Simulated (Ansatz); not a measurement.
A search over several starts for the lowest SCF solution of the cluster Si2Ge3 at the given spin, in a small basis.

```yaml
crystal:
  periodic: [false, false, false]
  atoms:
    - {symbol: Si, position_ang: [0.171313, 0.857516, 1.060588]}
    - {symbol: Si, position_ang: [0.276302, -1.093241, -0.789943]}
    - {symbol: Ge, position_ang: [-1.665957, -0.614828, 0.553102]}
    - {symbol: Ge, position_ang: [-1.025763, 1.218757, -1.342503]}
    - {symbol: Ge, position_ang: [2.244093, -0.368194, 0.518757]}
basis:
  gaussian: {orbitals: def2-SVP, initial_orbitals: start.molden}
magnetization: {spin_polarized: true, initial_magnetization: 4}
hamiltonian: {xc: pbe0, dispersion: d4}
output: {orbitals: {seedname: orbitals}}
```

The file start.molden holds the orbitals of an earlier run on this structure, at another level or in another basis.

```sh
$ ansatz run in.yaml --threads 4 --pin off --events-out ev --progress --plain --max-ram 4787MiB
```

It prints (some lines left out):

```
Functional definition: PBE0
1280 factors; integrals over basis functions are off by at most 5.6e-4 eV
mean field evaluation 1: about -185253.3496 eV, gradient 6.2e0 eV
mean field evaluation 2: about -185253.4821 eV, gradient 1.6e-1 eV
mean field evaluation 4: about -185253.4909 eV, gradient 4.5e-3 eV
mean field evaluation 8: about -185252.5905 eV, gradient 1.3e1 eV
mean field evaluation 16: about -185253.4902 eV, gradient 6.7e-2 eV
mean field evaluation 32: about -185253.4909 eV, gradient 5.9e-5 eV
mean field -185253.49087412 eV, -6807.9402202978 hartree, gradient 2.8e-5 eV, S^2 6.015599; 7 other end points of the search recorded, 0 dependent functions left out
reference -185253.49089873 eV, -6807.9402212023 hartree; 64, 60 occupied and 68, 72 virtual orbitals, 1280 factors
Total energy: -185253.83041028 eV, -6807.9526980216 hartree
```

Hardware: 4 threads of Intel Xeon on a shared host. Wall time 8 s, peak host memory 0.62 GiB.

At PBE0-D4/def2-TZVP a singlet of charge 0 lies 1.95 eV below the quintet, each at its own geometry. The structure comes from a short search, and lower isomers may exist.
